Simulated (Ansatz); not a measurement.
`B[SiH2]F` and `B[SiH](F)[SiH2]N` differ in one atom or group.

Ansatz, PBE0-D4/def2-TZVP geometries, multiplicity 1. Each molecule was computed in one conformer, which needn't be the lowest.

```json
{"property": "HOMO–LUMO gap (PBE0/def2-TZVPP) / eV", "`B[SiH2]F`": "5.82"}
{"property": "HOMO–LUMO gap (PBE/def2-TZVPP) / eV", "`B[SiH2]F`": "3.51"}
{"property": "LUMO energy (PBE/def2-TZVPP) / eV", "`B[SiH2]F`": "-3.71"}
{"property": "LUMO energy (PBE0/def2-TZVPP) / eV", "`B[SiH2]F`": "-2.70"}
{"property": "size of the dipole moment (PBE/def2-TZVPP) / D", "`B[SiH2]F`": "1.30"}
{"property": "LUMO energy (B3LYP/def2-TZVPP) / eV", "`B[SiH2]F`": "-2.91"}
```

What does the change do to each property? (Best estimate.)

The calculation gave: 
```
                                      property  `B[SiH](F)[SiH2]N`  shift
          HOMO–LUMO gap (PBE0/def2-TZVPP) / eV                4.65  -1.17
           HOMO–LUMO gap (PBE/def2-TZVPP) / eV                2.50  -1.01
             LUMO energy (PBE/def2-TZVPP) / eV               -3.54   0.17
            LUMO energy (PBE0/def2-TZVPP) / eV               -2.63   0.07
size of the dipole moment (PBE/def2-TZVPP) / D                2.14   0.84
           LUMO energy (B3LYP/def2-TZVPP) / eV               -2.82   0.09
```

With PBE0 the HOMO rises by 1.24 eV and the LUMO rises by 0.07 eV, so the gap narrows by about 1.17 eV. PBE moves the HOMO by 1.17 eV and ωB97M-V by 1.32 eV. Dipoles are sizes alone; their direction can turn.

B3LYP here is the variant with VWN-RPA as its local correlation; programs differ in this.
